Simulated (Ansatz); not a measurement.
System: silicon monosulfide, SiS, charge 0, multiplicity 1. SMILES: S=[Si]
Geometry from a B3LYP-D3(BJ)/def2-TZVP (Ansatz, a program for electronic structure) optimisation:
```
Si
S 1 1.9380
```

Property: atomisation energy, in kcal/mol. Terms: open shells spin-unrestricted; atomisation electronic, to ground-state atoms; 6-311+G** with 5d, 6d on Na to Ar in Ansatz; no spin-orbit coupling; valence correlation only; six Cartesian d functions in 6-31G* and its kin unless marked 5d; LANL2DZ with its own core potentials from Na on; non-relativistic. Basis-set limits of correlation are two-point, X^-3; Hartree-Fock from the larger set (for Q and 5 zeta extrapolated as (X+1)exp(-9√X)). First-principles rows: single points at B3LYP-D3(BJ) geometries (Ansatz).

Coupled cluster (Ansatz) is a level with limits of its own, used here on species with T1 under 0.025 (0.045 for open shells) and stable references: CCSD(T)/CBS(cc-pV(Q+d)Z,cc-pV(5+d)Z).

Value to compare with, CCSD(T)/CBS(cc-pV(Q+d)Z,cc-pV(5+d)Z) (Ansatz): 147.1 kcal/mol.

```
level         program  atomisation energy (kcal/mol)  difference
------------  -------  -----------------------------  ----------
HF/STO-3G      Ansatz                           90.9       -56.2
HF/3-21G       Ansatz                           52.3       -94.8
HF/LANL2DZ     Ansatz                           49.7       -97.4
HF/6-31G*      Ansatz                           83.7       -63.4
HF/6-311+G**   Ansatz                           83.4       -63.7
```

Among the 5 habitual levels, HF/LANL2DZ lies farthest from CCSD(T)/CBS(cc-pV(Q+d)Z,cc-pV(5+d)Z) (Ansatz) (-97.4 kcal/mol) and HF/STO-3G nearest (-56.2); 0 of 5 lie above it, and their mean absolute difference is 75.1 kcal/mol, the median 63.7. One case shows no general order.

The sets are all those run for this method; left out are runs that failed, that the program found above a lower state of the same kind, or whose <S^2> lies over 0.5 above the pure value.
